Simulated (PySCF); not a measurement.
# What a mistake does to a calculation on B2H5OSi

These are calculations, not measurements. They come from PySCF 2.14.0, an open-source quantum chemistry program, on an isolated molecule that a program drew, which may never have been made. The molecule is B2H5OSi (charge 0, doublet), drawn as the SMILES string `BBO[SiH2]`.

Each row is a Hartree-Fock (HF) and frozen-core CCSD(T) single point in the cc-pV(D+d)Z basis, meant for a local HF minimum. Run 1 is clean. Each other run has one planted mistake out of seven kinds, and not every kind appears here: one electron removed, one electron added, multiplicity raised by two, geometry at a saddle point, minimal basis STO-3G, one bond length entered in bohr, all coordinates scaled. The reference is restricted for singlets and unrestricted otherwise, and also for a bond in bohr. Adding or removing an electron swaps singlet and doublet. Electrons count all cores. HOMO and LUMO are orbital energies over both spins, the gradient is its largest component, and the lowest frequency (negative if imaginary) is given only where the gradient is small. Bond lengths are over the 8 bonds as drawn. T1 is the CCSD diagnostic: over 0.02 (restricted) or 0.045 (unrestricted) a single reference is doubtful.

Geometry of the clean run:
```xyz
9
B2H5OSi, angstrom
B     0.2092   -0.4981   -0.7171
B     0.7897   -0.2292    0.8695
O     0.0445    0.1764    1.9352
Si   -1.5342    0.6260    2.1751
H     0.2099    0.3707   -1.5505
H    -0.1525   -1.5866   -1.0815
H     1.9667   -0.4136    1.0891
H    -2.0655   -0.1184    3.3372
H    -2.3234    0.3253    0.9517
```

| run | electrons | basis functions | <S^2> | HOMO (eV) | LUMO (eV) | gradient (hartree/bohr) | lowest frequency (cm^-1) | mean bond (Å) | longest bond (Å) | T1 | HF (hartree) | CCSD(T) (hartree) | mistake |
|---|---|---|---|---|---|---|---|---|---|---|---|---|---|
| 1 | 37 | 90 | 0.753 | -9.31 | 1.40 | 1.4e-05 | 94 | 1.4145 | 1.711 | 0.0154 | -416.07991 | -416.56608 | no fault |
| 2 | 36 | 90 | 0.000 | -15.39 | -7.46 | 9.3e-02 | - | 1.4145 | 1.711 | 0.0187 | -415.77124 | -416.25423 | one electron removed |
| 3 | 37 | 29 | 0.751 | -6.78 | 5.53 | 3.8e-02 | - | 1.4145 | 1.711 | 0.0194 | -411.08039 | -411.27395 | minimal basis STO-3G |
| 4 | 37 | 90 | 0.753 | -9.13 | 1.60 | 4.0e-02 | - | 1.3523 | 1.636 | 0.0143 | -416.06282 | -416.54323 | ? |

**Which mistake was planted in run 4, and what did it cost?**

The mean and the longest bond both change by the same factor, 0.956, and the gradient is no longer small. So the mistake is: all coordinates scaled. Subtracting run 1 and multiplying by 627.51 kcal/mol a hartree, the energy moved by 10.7 kcal/mol in HF and 14.3 kcal/mol in CCSD(T).

